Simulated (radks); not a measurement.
Question: W+, 73 electrons, occupied as [Xe] 4f12 5d4 6p3 (not the ground configuration). Method: Dirac Kohn-Sham, PBE, spin-unpolarised, spherical densities, point nucleus; open shells fill j = l - 1/2 first; computed with a radial shooting solver on a logarithmic mesh with Libxc functionals. Some entries of the table are withheld. Estimate them.

orbital,occ.,eigenvalue (eV),<1/r> (bohr^-1)
1s1/2,2,-69436.74,87.13
2s1/2,2,-12008.68,21.20
2p1/2,2,-11483.49,21.15
2p3/2,4,-10130.89,17.77
3s1/2,2,-2798.387,7.778
3p1/2,2,-2564.847,(1)
3p3/2,4,-2272.438,(2)
3d3/2,4,-1879.746,6.708
3d5/2,6,-1816.208,6.502
4s1/2,2,-608.0821,3.282
4p1/2,2,-511.1483,3.173
4p3/2,4,-442.5827,2.871
4d3/2,4,-283.3704,2.663
4d5/2,6,-270.6156,2.591
5s1/2,2,-104.3106,1.313
5p1/2,2,-74.1681,1.193
4f5/2,6,(3),2.179
4f7/2,6,(4),2.151
5p3/2,4,-62.9689,1.087
5d3/2,4,-22.3749,0.8081
5d5/2,0,-21.1776,0.7840
6p1/2,2,-10.8604,0.4009
6p3/2,1,-9.6436,0.3692

Answer: 
(1) 3p1/2 <1/r> (bohr^-1): 7.691
(2) 3p3/2 <1/r> (bohr^-1): 6.816
(3) 4f5/2 eigenvalue (eV): -70.5975
(4) 4f7/2 eigenvalue (eV): -68.1720
